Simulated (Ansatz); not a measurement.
C$_{4}$H$_{10}$ClGa, SMILES `CC[CH]([GaH2])CCl`. Total charge 0; spin multiplicity 1.

Cartesian coordinates in Å:
```
C 0.465 1.349 -1.036
C 1.058 0.530 0.098
C 0.119 -0.552 0.630
Ga -1.548 0.285 1.343
C -0.221 -1.633 -0.360
Cl 1.234 -2.525 -0.960
H 1.156 2.127 -1.368
H 0.230 0.731 -1.906
H -0.460 1.856 -0.729
H 1.991 0.066 -0.240
H 1.327 1.197 0.923
H 0.591 -1.025 1.503
H -2.964 -0.346 1.070
H -1.407 1.584 2.217
H -0.705 -1.248 -1.258
H -0.865 -2.396 0.074
```

**Question.** What are the harmonic wavenumbers in cm⁻¹ at PBE0-D4/def2-TZVP (Ansatz, finite differences of forces, unscaled)? (Best estimate.)

**Answer.** The calculation gave: 52, 72, 127, 142, 172, 234, 264, 297, 457, 472, 560, 635, 714, 748, 783, 829, 933, 997, 1014, 1107, 1144, 1155, 1210, 1288, 1307, 1342, 1372, 1410, 1472, 1475, 1486, 1500, 1950, 1959, 3008, 3021, 3045, 3077, 3096, 3101, 3129, 3152.

**Question.** Is this a minimum?

**Answer.** Yes, all 42 modes are real.

**Question.** Give the ideal-gas thermochemistry at 298.15 K and 1 bar (rigid rotor, harmonic oscillator; point group C1, symmetry number 1).

**Answer.** Zero-point energy 330.8 kJ/mol; H(298) − E = 357.6 kJ/mol; entropy 404.4 J/(mol·K), of which translation 172.4, rotation 123.4, vibration 108.6; G(298) − E = 237.0 kJ/mol. Modes under 100 cm⁻¹ are hindered rotations or soft bends, so the harmonic entropy is rough.

**Question.** And at 400, 500, 600, 800 and 1000 K?

**Answer.** 
```tsv
T (K)	H − E (kJ/mol)	S (J/mol/K)	G − E (kJ/mol)
400	373.5	450.2	193.5
500	392.2	491.8	146.3
600	413.5	530.6	95.2
800	462.3	600.4	-18.1
1000	517.2	661.6	-144.4
```

**Question.** Rotational constants (cm⁻¹)?

**Answer.** 0.09685, 0.03017, 0.02491.
